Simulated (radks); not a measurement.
Task: These are the eigenvalues of the occupied orbitals of an atom or ion with whole-number occupations (eV). Calculated with a radial shooting solver on a logarithmic mesh with Libxc functionals: scalar-relativistic Kohn-Sham, PBE, spin-polarised, spherical densities, point nucleus.

1s up: -61978.48
1s down: -61978.23
2s up: -12638.52
2s down: -12615.65
2p up: -11477.04
2p down: -11459.19
3s up: -4609.453
3s down: -4584.220
3p up: -4258.297
3p down: -4232.475
3d up: -3875.410

Which element is it, and in what charge state? The configuration may be excited. Open shells, if any, are filled with parallel spins first.

Result: Z = 69, thulium, charge +46: Tm46+ in [Ar] 3d5. The list shows which subshells hold electrons but not how many an open one holds; the 1s level, -2277.7 hartree, gives Z - s = 67.5 by -(Z - s)^2/2, which with screening and relativity narrows Z to a few neighbours, and the depths of the outer levels then fix element, charge and occupations together.
